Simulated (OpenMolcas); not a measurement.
Levels of Cu VI by method

| Item | Value |
| --- | --- |
| Program | OpenMolcas |
| Basis | ANO-RCC-VTZP [6s5p3d2f1g] |
| Scalar Hamiltonian | DKH2, point nucleus |
| Active space | 12 electrons in 8 orbitals (RAS1 3p, at most 2 holes; RAS2 3d) |
| State averaging | 2S+1 = 5 even, 5 roots; 2S+1 = 3 even, 45 roots; 2S+1 = 1 even, 44 roots |
| Spin-orbit coupling | RASSI with atomic mean-field integrals over the reference wave functions, term energies averaged over their components |

Methods on the same reference wave functions:
A. RASSCF
B. SS-RASPT2, IPEA 0.25 Eh, imaginary shift 0.1 Eh (closed shells correlated: 3s)
C. MS-RASPT2, IPEA 0.25 Eh, imaginary shift 0.1 Eh (closed shells correlated: 3s)

Energies in cm⁻¹ above 3d⁶ ⁵D₄, the measured ground level; measured values from Sugar and Musgrove, J. Phys. Chem. Ref. Data 19, 527 (1990).

| Level | A | B | C | Measured |
| --- | --- | --- | --- | --- |
| 3d⁶ ⁵D₄ | 0.0 | 0.0 | 0.0 | 0.0 |
| 3d⁶ ⁵D₃ | 1150 | 1154 | 1153 | 1196 |
| 3d⁶ ⁵D₂ | 1920 | 1922 | 1923 | 1987 |
| 3d⁶ ⁵D₁ | 2409 | 2410 | 2410 | 2490 |
| 3d⁶ ⁵D₀ | 2646 | 2650 | 2650 | 2733 |
| 3d⁶ ³P₂(1) | 31115 | 29960 | 29880 | 29285 |
| 3d⁶ ³P₁(1) | 34503 | 33360 | 33240 | 32685 |
| 3d⁶ ³H₆ | 34756 | 30770 | 30770 | 30418 |
| 3d⁶ ³H₅ | 35230 | 31270 | 31270 | 31009 |
| 3d⁶ ³P₀(1) | 35658 | 34570 | 34470 | 33868 |
| 3d⁶ ³F₃(1) | 36076 | 33830 | 33800 | 33296 |
| 3d⁶ ³F₂(1) | 36529 | 34340 | 34250 | 33740 |
| 3d⁶ ³G₅ | 41566 | 37940 | 37940 | 37378 |
| 3d⁶ ³G₄ | 42551 | 39010 | 38990 | 38469 |
| 3d⁶ ³G₃ | 42925 | 39380 | 39360 | 38907 |
| 3d⁶ ¹G₄(1) | 50256 | 48520 | 48470 | 47612 |
| 3d⁶ ³D₂ | 50777 | 47600 | 47610 | 46714 |
| 3d⁶ ³D₁ | 50793 | 47640 | 47640 | 46848 |
| 3d⁶ ³D₃ | 51156 | 47990 | 47990 | 47119 |
| 3d⁶ ¹I₆ | 52475 | 46950 | 46950 | 46406 |
| 3d⁶ ¹S₀ | 53922 | 54710 | 54670 | 53787 |
| 3d⁶ ¹D₂ | 60763 | 56560 | 56560 | 54747 |
| 3d⁶ ¹F₃ | 71903 | 66290 | 66290 | 64968 |
| 3d⁶ ³P₀(2) | 81108 | 76280 | 76420 | 74712 |

Deviations, from unrounded energies. A percentage is the sum of absolute deviations over the sum of measured energies, with the sign that they share, or ± where signs differ.

```
                        Against measurement  Levels     A     B     C
             mean absolute deviation (cm-1)      23  3100   660   650
      fine structure of the ground term (%)       4  -3.3  -3.2  -3.2
other terms of the ground configuration (%)      19  +8.8  +1.8  +1.8
```

B, C lie about equally close to measurement and A furthest from it. The largest miss of C in the table is 3d⁶ ¹D₂, by +1800 cm-1. The ranking rests on the paired levels alone, and a cruder setting can come out closer through cancelling errors.

Between B and C the level of the table that moves most is 3d⁶ ³P₀(2), by 140 cm-1 (lowest in B, highest in C). Moves below CASPT2's spread within the term are not significant.

The mean deviations of B to C differ by less than CASPT2's widest spread within a term (990 cm-1), so their order carries little weight.

From A to B the spin-free energies of the other terms of 3d⁶ shown, above ⁵D, scale by factors of 0.88 to 1.02.

The lowest spin-free term lies below A's lowest term by 0.436 hartree in B, 0.436 hartree in C.

CASPT2 does not keep the components of a term degenerate, so their means are used; among the terms shown or strongly mixed into the levels shown the widest spread is 990 cm-1 (3d⁶ ¹I, C). Active for correlation alone: 3p; no level in the range computed is led by a configuration that opens it, so any true level of that kind is missing. The CASPT2 spread within a term exceeds the gap to the next term for 3d⁶ ³D and 3d⁶ ¹G(1), so the order of their levels is uncertain (figures for B; the like holds for C). Without dynamic correlation excited terms often stand tens of per cent too high (terms of higher spin than the ground term too low), and those without a measured partner can miss by more than the paired ones (holds for A). Measured partners are found by configuration, term and J. A level has none where our copy of the source lacks it or the pairing is in doubt (some pairs that miss far off the trend of their configuration count as doubtful), and it then counts in no deviation. Only configurations of the active space appear. The table leaves out levels that lie high or whose names do not pair safely across all columns.

A number in round brackets counts repeated terms of one configuration in the order of the reference energies.
